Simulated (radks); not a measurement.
Ni II, 27 electrons, occupied as [Ar] 3d9 (the NIST ground configuration). All-electron calculation, scalar-relativistic Kohn-Sham, LDA (Slater exchange, VWN5 correlation), spin-polarised, spherical densities, finite nucleus; open shells are filled with parallel spins first; Fermi nuclear charge, rms radius 3.7757 fm. Program: a radial shooting solver on a logarithmic mesh with Libxc functionals. Some entries of the table are withheld. Estimate them.

| orbital | occ. | eigenvalue (eV) | <1/r> (bohr^-1) | <r^2> (bohr^2) |
|---|---|---|---|---|
| 1s up | 1 | -8198.449 | 28.05 | 0.003947 |
| 1s down | 1 | -8198.444 | 28.05 | 0.003947 |
| 2s up | 1 | -982.6492 | 6.057 | 0.07111 |
| 2s down | 1 | -982.0991 | 6.059 | 0.07107 |
| 2p up | 3 | -847.0018 | 5.952 | 0.05704 |
| 2p down | 3 | -846.5784 | 5.954 | 0.05700 |
| 3s up | 1 | -114.3577 | 1.909 | 0.6423 |
| 3s down | 1 | -113.3199 | 1.907 | 0.6436 |
| 3p up | 3 | -75.2611 | 1.760 | (1) |
| 3p down | 3 | -74.2506 | 1.757 | (2) |
| 3d up | 5 | -13.7185 | 1.315 | 1.544 |
| 3d down | 4 | -12.8416 | 1.300 | 1.618 |
| 4s up | 0 | (3) | 0.4945 | 7.880 |
| 4s down | 0 | (4) | 0.4889 | 8.046 |
| 4p up | 0 | (5) | 0.3745 | 13.55 |
| 4p down | 0 | (6) | 0.3690 | 13.91 |

Answer. 
(1) 3p up <r^2> (bohr^2): 0.7312
(2) 3p down <r^2> (bohr^2): 0.7339
(3) 4s up eigenvalue (eV): -11.8948
(4) 4s down eigenvalue (eV): -11.6626
(5) 4p up eigenvalue (eV): -6.6081
(6) 4p down eigenvalue (eV): -6.4827
